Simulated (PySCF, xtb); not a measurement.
B(Cl)(OMe)(SH) (CH4BClOS), SMILES COB(S)Cl. One conformer was computed; it need not be the lowest.

Harmonic wavenumbers (cm⁻¹) from GFN2-xTB run with xtb at its own minimum, in rising order: 56, 166, 170, 225, 306, 371, 419, 494, 745, 850, 991, 1124, 1136, 1304, 1412, 1455, 1460, 2499, 2972, 2982, 2989.

Task: What does r2SCAN-D4/def2-SVP in PySCF give at its own minimum? (Estimate from the structure and the level; the computed values follow.)

Result: 92, 156, 193, 255, 355, 388, 514, 525, 782, 1007, 1044, 1168, 1190, 1366, 1468, 1473, 1495, 2720, 3021, 3115, 3161. Paired by order, the mean absolute difference is 66 cm⁻¹ and the zero-point energies are 34.5 and 36.4 kcal/mol.
